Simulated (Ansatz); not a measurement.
`[CH3][Ti]([OH])([F])[Cl]` + HCl → `[CH3][Ti]([OH])([Cl])[Cl]` + H–F at 500 K and 1 bar (ligand exchange at a Ti–F bond).

Computed with Ansatz on PBE0-D4/def2-TZVP structures; ΔE is electronic, products minus reactants. CBS: MP2 limit from def2 TZ/QZ plus the TZ coupled-cluster correction, frozen cores. This one scheme is used for every species. For Ti outer-core shells are correlated without core-valence functions, which leaves a few kJ/mol of doubt a bond. Scalar relativity is left out up to krypton. Each species was taken in one conformer, which may not be the lowest.

```tsv
species	CCSD(T)/CBS energy (Eh)	H − E (kJ/mol)	S (J/(mol·K))
`[CH3][Ti]([OH])([F])[Cl]`	-1524.31841	186.4	451.1
HCl	-460.38127	32.5	201.9
`[CH3][Ti]([OH])([Cl])[Cl]`	-1884.30053	185.2	464.3
H–F	-100.39570	39.4	188.7
```

H − E and S are ideal-gas, rigid-rotor, harmonic terms from PBE0-D4/def2-TZVP, for one conformer and one mirror image of each species. 1 Eh = 2625.50 kJ/mol, R = 8.31446 J/(mol·K).

Task: By hand: ΔE, ΔH, ΔS and ΔG.

Result: ΔE = (-1884.30053) + (-100.39570) − (-1524.31841) − (-460.38127) = 0.00345 Eh = 9.1 kJ/mol. Δ(H − E) = 185.2 + 39.4 − 186.4 − 32.5 = 5.7, so ΔH = 14.8 kJ/mol. ΔS = 464.3 + 188.7 − 451.1 − 201.9 = 0.0 J/(mol·K). ΔG = 14.8 − 500 × (0.0)/1000 = 14.8 kJ/mol.

Task: By hand: the equilibrium constant, and the temperature at which ΔG would vanish if ΔH and ΔS stayed fixed.

Result: log₁₀ K = −ΔG/(RT ln 10) = -1.5. With ΔH or ΔS at zero there is no such temperature.

The number of gas molecules stays the same, so ΔS is small and ΔH decides. A doubt of 5 kJ/mol in ΔE shifts log₁₀ K by 0.5 here. Other conformers and mirror images would add mixing entropy, several J/(mol·K) or more a flexible species. These are equilibria of isolated gas molecules and say nothing of rates. Largest T1 diagnostic: 0.022 (customary marks: 0.02 for closed shells, 0.045 for open ones).

ΔS is within the doubt of such terms, so its sign, and with it that verdict, could turn.
